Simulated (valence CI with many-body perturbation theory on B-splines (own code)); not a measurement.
## Level structure of Nb X

Calculated by configuration interaction combined with many-body perturbation theory (CI+MBPT): four valence electrons over a frozen Dirac-Fock core [Ar] 3d10, a basis of 11 s, 11 p, 10 d, 8 f, 5 g, 2 h functions for each j, with the one-electron correlation potential Σ1, the two-electron term Σ2, the three-electron term Σ3, Breit, model QED; selected CI, second order for the rest, scaled by the run's own slope (own B-spline code, finite nucleus).

No measured levels were compared; by estimate levels hold to about 250 cm⁻¹ or 0.2 % of their energy and the worst to 1 %, as in measured heavy ions of charge 2 to 7; those with d or f electrons hold less well. Among the levels kept, up to 740 cm⁻¹ of a level comes from second order outside the variational space, and about a tenth of that is noise between levels of different J, which matters for small intervals.

Levels 46 to 90 of 186, with energies above the lowest level, 4s2 4p2 3P_0. "Leading %" is the weight of the configuration and term that name the level; weights of strongly mixed levels are sums over their largest components and can fall short. Lifetimes count E1, E2, E3, M1 and M2 decay at the calculated energies, and are blank where another channel may lead or the interval is too uncertain; long ones can be off by a factor of two.

```tsv
No.	Configuration	Term	J	E (eV)	Leading %	g	Lifetime	Second component
46	4s 4p2 4d	5P	3	70.408	88	1.640	12.3 ps	7 % 4s 4p2 4d 5D
47	4s 4p2 4d	3P	2	70.743	62	1.566	20.6 ps	23 % 4s 4p2 4d 5P
48	4s 4p2 4d	5P	2	70.933	70	1.719	12.6 ps	13 % 4s 4p2 4d 3P
49	4s 4p2 4d	5P	1	71.140	92	2.446	11.4 ps	
50	4s 4p2 4d	3P	1	72.148	69	1.437	22.1 ps	13 % 4p4 3P
51	4s 4p2 4d	3G	3	72.760	83	0.772	314 ps	7 % 4s2 4p 4f 3G
52	4s 4p2 4d	3P	0	73.171	77		23.2 ps	15 % 4p4 3P
53	4s 4p2 4d	3G	4	73.234	86	1.062	282 ps	6 % 4s2 4p 4f 3G
54	4s 4p2 4d	3G	5	73.798	89	1.207	423 ps	6 % 4s2 4p 4f 3G
55	4s 4p2 4d	3D	2	74.589	63	1.087	25.4 ps	11 % 4s 4p2 4d 3F
56	4s 4p2 4d	3D	3	74.838	54	1.194	31.1 ps	34 % 4s 4p2 4d 1F
57	4s 4p2 4d	3D	1	74.859	85	0.608	24.8 ps	7 % 4s 4p2 4d 3P
58	4s 4p2 4d	1G	4	75.396	75	1.031	141 ps	10 % 4s2 4d2 1G
59	4s 4p2 4d	1F	3	75.542	41	1.145	23.1 ps	37 % 4s 4p2 4d 3D
60	4s 4p2 4d	3F	2	76.297	51	0.900	15.4 ps	34 % 4s 4p2 4d 3D
61	4s2 4p 5s	3P°	0	76.357	97		16.7 ps	
62	4s2 4p 5s	3P°	1	76.566	74	1.382	13.9 ps	23 % 4s2 4p 5s 1P°
63	4s 4p2 4d	3D	1	76.886	97	0.506	17.4 ps	
64	4s 4p2 4d	3F	3	77.067	58	1.183	16.0 ps	29 % 4s 4p2 4d 3D
65	4s 4p2 4d	1P	1	77.254	60	0.886	23.6 ps	27 % 4s 4p2 4d 3D
66	4s 4p2 4d	3D	2	77.317	69	1.057	20.7 ps	10 % 4s 4p2 4d 3F
67	4s 4p2 4d	3P	0	77.750	86		15.5 ps	9 % 4s2 4d2 3P
68	4s 4p2 4d	3F	3	78.084	40	1.170	16.3 ps	24 % 4s 4p2 4d 3D
69	4s 4p2 4d	3P	1	78.086	71	1.509	16.4 ps	11 % 4s 4p2 4d 3S
70	4s 4p2 4d	3F	2	78.240	61	0.765	13.3 ps	15 % 4s2 4p 4f 3F
71	4s 4p2 4d	3F	4	78.350	81	1.229	9.57 ps	6 % 4s 4p2 4d 1G
72	4s 4p2 4d	3D	3	78.626	48	1.205	25.6 ps	36 % 4s 4p2 4d 3F
73	4s 4p2 4d	3P	2	78.677	60	1.391	16.3 ps	14 % 4s 4p2 4d 3D
74	4s 4p2 4d	3S	1	79.082	46	1.410	17.1 ps	28 % 4s 4p2 4d 3D
75	4s2 4p 5s	3P°	2	79.266	96	1.501	17.0 ps	
76	4s 4p2 4d	3D	2	79.285	67	1.209	23.2 ps	16 % 4s 4p2 4d 3P
77	4s 4p2 4d	3S	1	79.662	33	1.198	20.2 ps	29 % 4s 4p2 4d 1P
78	4s 4p2 4d	3F	4	79.736	76	1.238	51.9 ps	15 % 4s2 4p 4f 3F
79	4s2 4p 5s	1P°	1	79.785	73	1.118	9.96 ps	23 % 4s2 4p 5s 3P°
80	4s 4p2 4d	3D	3	80.702	71	1.272	16.6 ps	9 % 4s 4p2 4d 3F
81	4s 4p2 4d	1D	2	81.564	34	1.043	13.8 ps	19 % 4s 4p2 4d 3D
82	4s 4p2 4d	3D	3	81.566	69	1.300	21.1 ps	10 % 4s2 4p 4f 3D
83	4s 4p2 4d	3D	2	81.712	50	1.102	12.4 ps	14 % 4s 4p2 4d 1D
84	4s 4p2 4d	3D	1	81.850	78	0.503	14.1 ps	20 % 4s2 4p 4f 3D
85	4s 4p2 4d	1D	2	82.940	76	1.009	53.5 ps	5 % 4s2 4p 4f 1D
86	4s 4p2 4d	1S	0	83.403	55		10.9 ps	16 % 4p4 1S
87	4s2 4p 4f	1F	3	83.664	45	1.021	11.0 ps	42 % 4s 4p2 4d 1F
88	4s 4p2 4d	1P	1	84.500	64	1.127	9.58 ps	24 % 4s 4p2 4d 3P
89	4s 4p2 4d	3P	2	85.194	73	1.416	7.74 ps	7 % 4s 4p2 4d 1D
90	4s2 4p 5p	3D	1	86.221	44	0.900	18.5 ps	27 % 4s2 4p 5p 1P
```

Names give the largest LS component (configuration and term), which can be under half, so a name can repeat, a term be missing and a line seem to break the LS rules; names also repeat where a configuration has a term twice.

Where two levels of one J and parity lie close, their mixing, g and order are uncertain.
